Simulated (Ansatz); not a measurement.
Input and output for Ba₃⁺.

```yaml
crystal:
  periodic: [false, false, false]
  atoms:
    - {symbol: Ba, position_ang: [-2.168639, -1.267661, -0.381943]}
    - {symbol: Ba, position_ang: [1.939906, -0.862386, 1.395935]}
    - {symbol: Ba, position_ang: [0.228733, 2.130047, -1.013992]}
basis:
  gaussian: {orbitals: def2-TZVP}
total_charge: 1
magnetization: {spin_polarized: true, initial_magnetization: 1}
hamiltonian: {xc: {name: BLYP}}
scf: {lower_state_search: full}
output: {forces: true}
```

```sh
$ ansatz run in.yaml --threads 4 --pin off --events-out ev --progress --plain --max-ram 3916MiB
```

Shortened log:

```
Functional definition: BLYP
861 factors; their error is unknown
mean field evaluation 1: about -2067.6315 eV, gradient 2.1e1 eV
mean field evaluation 2: about -2053.2826 eV, gradient 4.1e1 eV
mean field evaluation 4: about -2070.7767 eV, gradient 9.5e0 eV
mean field evaluation 8: about -2072.4296 eV, gradient 5.2e-2 eV
mean field evaluation 16: about -2072.4205 eV, gradient 1.3e-3 eV
mean field evaluation 32: about -2072.4353 eV, gradient 6.3e-2 eV
mean field evaluation 64: about -2072.2558 eV, gradient 3.8e-2 eV
mean field evaluation 96: about -2072.3222 eV, gradient 1.9e-4 eV
mean field evaluation 128: about -2072.2840 eV, gradient 6.8e-4 eV
mean field evaluation 160: about -2072.3436 eV, gradient 1.6e-1 eV
mean field evaluation 192: about -2071.5140 eV, gradient 3.3e0 eV
mean field evaluation 224: about -2072.1064 eV, gradient 5.6e-1 eV
mean field evaluation 256: about -2072.2356 eV, gradient 5.5e-1 eV
mean field evaluation 288: about -2065.1497 eV, gradient 1.4e1 eV
mean field evaluation 320: about -2069.3026 eV, gradient 3.3e0 eV
mean field evaluation 352: about -2064.5663 eV, gradient 6.1e0 eV
mean field evaluation 384: about -2050.2258 eV, gradient 2.7e1 eV
mean field evaluation 416: about -2058.6043 eV, gradient 6.7e0 eV
mean field evaluation 448: about -2055.9393 eV, gradient 3.0e1 eV
mean field evaluation 480: about -2054.1526 eV, gradient 1.7e2 eV
mean field evaluation 512: about -2049.9216 eV, gradient 1.7e2 eV
mean field evaluation 544: about -2050.0784 eV, gradient 1.7e2 eV
mean field evaluation 576: about -2056.3107 eV, gradient 1.5e2 eV
mean field evaluation 608: about -2072.4291 eV, gradient 1.5e-1 eV
mean field evaluation 640: about -2071.5383 eV, gradient 9.9e0 eV
mean field evaluation 672: about -2072.4234 eV, gradient 5.8e-1 eV
mean field -2072.43556771 eV, -76.1606023659 hartree, gradient 2.1e-7 eV, S^2 1.195403; 26 other end points of the search recorded, 0 dependent functions left out
reference -2072.43587838 eV, -76.1606137830 hartree; 15, 14 occupied and 105, 106 virtual orbitals, 861 factors
Total energy: -2072.43587838 eV, -76.1606137830 hartree
Atom 0 at    -2.168639    -1.267661    -0.381943 Å, force    -0.257216    -0.171614    -0.034073 eV/Å
Atom 1 at     1.939906    -0.862386     1.395935 Å, force     0.225479    -0.124014     0.174809 eV/Å
Atom 2 at     0.228733     2.130047    -1.013992 Å, force     0.031737     0.295627    -0.140735 eV/Å
Dipole moment:     0.007763     0.072010    -0.034274 e Å
```

Run time 2.4 min (4 threads of Intel Xeon on a shared host).

In the def2 sets Ba takes a core potential; there is no spin–orbit coupling. The charge 1 doublet is spin-contaminated (final ⟨S²⟩ up to 1.20, 0.75 for a pure state).

The dipole of an ion depends on the origin.
